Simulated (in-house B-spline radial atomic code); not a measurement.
Checks on a self-consistent run for the iridium ion Ir⁸⁺, [Ne] 3s1 3p6 3d10 4s2 4p6 4d10 4f14 5s2 5p6 5d2. Computed with an all-electron radial atomic-structure program (B-spline basis): Dirac-Hartree-Fock, average of configuration, Fermi nucleus of rms radius 5.4032 fm.

```
orbital    q       ε (Eh)     <1/r>         <r²>  small-component weight
  1s1/2    2  -2823.38388   92.1356  0.000419517                0.085012
  2s1/2    2   -504.83777   22.5637   0.00635748                0.019408
  2p1/2    2   -483.18510   22.4989   0.00452232                0.019467
  2p3/2    4   -423.17102   18.5884    0.0057078                0.017428
  3s1/2    1   -125.30781   8.31209    0.0412961               0.0064879
  3p1/2    2   -115.10200   8.23495    0.0375283               0.0064473
  3p3/2    4   -101.67113   7.21819    0.0438974               0.0058635
  3d3/2    4    -86.04444     7.099    0.0337959               0.0057236
  3d5/2    6    -83.15947   6.86427    0.0355257               0.0055636
  4s1/2    2    -31.82612   3.53342      0.19919               0.0022083
  4p1/2    2    -27.72129   3.40495     0.203841               0.0020879
  4p3/2    4    -24.45928   3.06974     0.234777               0.0018849
  4d3/2    4    -17.62760   2.86442     0.249124               0.0016859
  4d5/2    6    -17.00662   2.78241      0.26044               0.0016271
  4f5/2    6     -8.20254   2.43394      0.30187               0.0012877
  4f7/2    8     -8.06932   2.40156     0.309627               0.0012629
  5s1/2    2     -8.75676   1.43281      1.00084              0.00054967
  5p1/2    2     -7.24524   1.33243      1.13165              0.00048708
  5p3/2    4     -6.63423   1.22247       1.2941              0.00043316
  5d3/2  0.8     -4.63120   1.02264      1.79363              0.00031796
  5d5/2  1.2     -4.55237  0.998972      1.86452              0.00030663
```

Electron-electron repulsion V_ee = 6222.0616 hartree.

Problem. What total energy follows from the eigenvalues?

Solution. The eigenvalues count the repulsion twice, so E = Σqε - V_ee = -11491.789 - 6222.062 = -17713.851 hartree; the run printed -17713.851.

Problem. Does the Dirac virial theorem hold?

Solution. For a point nucleus E = -2c²Σq·w, with w the small-component weight. Here Σq·w = 0.47149 and c = 137.0360, so the ratio E/(-2c²Σq·w) is 1.000317; the finite nucleus accounts for the departure from 1.

Problem. What diamagnetic shielding (Lamb formula) and susceptibility (Langevin formula) do the radii give?

Solution. σ = (α²/3)Σq<1/r> = 572.548/(3·137.036²) = 10163 ppm, and χ = -0.79199×10⁻⁶·Σq<r²> = -17.73×10⁻⁶ cm³/mol with Σq<r²> = 22.392 bohr². Both are non-relativistic formulas without the paramagnetism of open shells; for so heavy an element the full relativistic shielding is larger by tens of per cent.
